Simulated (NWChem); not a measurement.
System: CHAgO2; SMILES [O+]#[C-]->[Ag][OH]

NWChem input:

```
start job
memory heap 200 mb stack 900 mb global 1100 mb
geometry units angstroms noautoz
  Ag    -0.128191     0.348207     0.000000
  O     -0.343769     2.291987     0.000000
  H      0.501214     2.754494     0.000000
  O      0.113854    -2.735181     0.000000
  C      0.008257    -1.610966     0.000000
end
basis spherical
  Ag library def2-svp
  O library def2-svp
  H library def2-svp
  C library def2-svp
end
ecp
  Ag library def2-ecp
end
dft
  xc xpbe96 cpbe96
  iterations 150
  mulliken
end
task dft energy
```

All runs use the structure optimised with PBE0/def2-SVP. def2 effective core potentials on Ag; no spin-orbit coupling.

Task: Give the results of this calculation. (PBE/def2-SVP with def2 effective core potentials on Ag.) Quantities: energy (Ha); highest occupied level (eV); orbital gap (eV); dipole (D).

Result: 
```
Property                       Value
---------------------------  -------
energy (Ha)                  -335.78
highest occupied level (eV)    -5.47
orbital gap (eV)                2.40
dipole (D)                      3.04
```
